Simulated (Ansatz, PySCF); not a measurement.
This Ansatz (a program for electronic structure) input computes a CCSD(T)/cc-pVDZ energy:

Ansatz 0.2 input:
```yaml
crystal:
  periodic: [false, false, false]
  atoms:
    - {symbol: F, position_ang: [-1.54946488, -0.87536359, 0.71204045]}
    - {symbol: B, position_ang: [-0.85628416, -0.04575107, -0.04897713]}
    - {symbol: F, position_ang: [-1.54260940, 0.71015474, -0.88889872]}
    - {symbol: B, position_ang: [0.85628416, 0.04575107, 0.04897713]}
    - {symbol: F, position_ang: [1.63388106, -0.71561988, -0.70173022]}
    - {symbol: F, position_ang: [1.45819322, 0.88082873, 0.87858849]}
basis:
  gaussian:
    orbitals: cc-pVDZ
magnetization: {spin_polarized: false}
correlation: {method: ccsd_t, electrons: outside_noble_gas}
```

Task: Write an input for the same energy in PySCF and say what it gives.

Result: 
```python
from pyscf import gto, scf, mp, cc as ccmod

mol = gto.M(
    atom='''
    F    -1.54946488   -0.87536359    0.71204045
    B    -0.85628416   -0.04575107   -0.04897713
    F    -1.54260940    0.71015474   -0.88889872
    B     0.85628416    0.04575107    0.04897713
    F     1.63388106   -0.71561988   -0.70173022
    F     1.45819322    0.88082873    0.87858849
    ''',
    basis='cc-pvdz',
    charge=0,
    spin=0,
    verbose=4,
)

mf = scf.RHF(mol)
mf.conv_tol = 1e-10
mf.max_cycle = 100
mf.kernel()
mp2 = mp.MP2(mf, frozen=6).run()
cc = ccmod.CCSD(mf, frozen=6)
cc.max_cycle = 100
cc.kernel()
et = cc.ccsd_t()
print(f'E(CCSD(T)) = {cc.e_tot + et:.9f}')
```
It gives -448.30447 Eh, and Ansatz -448.30446 Eh, a difference of 0.01 mEh.
